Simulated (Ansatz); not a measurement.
The input (input.yaml):

```yaml
accuracy: low
crystal:
  lattice:
    - [10.04, 0.0, 0.0]
    - [0.0, 10.04, 0.0]
    - [0.0, 0.0, 10.04]
  atoms:
    - { symbol: Ba, position: [-0.01080315, 0.01524992, 8.773e-05] }
    - { symbol: Ba, position: [0.51053448, 0.01526758, 8.766e-05] }
    - { symbol: Ba, position: [0.0251177, 0.49445372, 0.00011213] }
    - { symbol: Ba, position: [-0.01023694, -0.00822707, 0.50004523] }
    - { symbol: Ba, position: [0.24984981, 0.23487609, 0.26062148] }
    - { symbol: Ba, position: [0.47444739, 0.4944965, 0.00011468] }
    - { symbol: Ba, position: [0.50999596, -0.00819159, 0.50004384] }
    - { symbol: Ba, position: [0.74989803, 0.25820957, 0.26037382] }
    - { symbol: Ba, position: [0.01036323, 0.50604656, 0.50007063] }
    - { symbol: Ba, position: [0.24982659, 0.75508779, 0.22403018] }
    - { symbol: Ba, position: [0.24984995, 0.23486904, 0.73952495] }
    - { symbol: Ba, position: [0.48936297, 0.50604294, 0.50007469] }
    - { symbol: Ba, position: [0.74984907, 0.74405502, 0.23960719] }
    - { symbol: Ba, position: [0.74989883, 0.25818509, 0.73975068] }
    - { symbol: Ba, position: [0.24982326, 0.75504788, 0.77622679] }
    - { symbol: Ba, position: [0.74984529, 0.7440554, 0.76054199] }
    - { symbol: H, position: [0.24980386, 0.62440455, 0.00012374] }
basis:
  ecutwfc: 420.0
kpoints:
  mp_grid: { grid: [2, 2, 2] }
hamiltonian:
  xc: pbesol
scf:
  occupations: { method: fermi_dirac, width: 0.05 }
  lower_state_search: "off"
  convergence: { dr2_threshold: 0.1 }
  max_iter: 67
md:
  timestep: 0.5
  n_steps: 200
  ensemble: nvt_nose_hoover
  temperature: 1500.0
  initial_velocities: maxwell_boltzmann
  seed: 801467
  nose_hoover: { tau: 50.0, chain_length: 3 }
```

Launched with:

```bash
$ ansatz run input.yaml --threads 4 --pin off --max-ram 10240MiB --backend cpu --events-out ev --progress --plain --runs-dir out
```

Hardware: 4 threads of Intel(R) Xeon(R) Platinum 8259CL CPU @ 2.50GHz (Skylake/Cascade Lake) (shared host).

Question: Roughly how long does this run take, and how much memory?

Answer: 16 min, with a peak of 3.3 GiB, for 201 ionic steps.
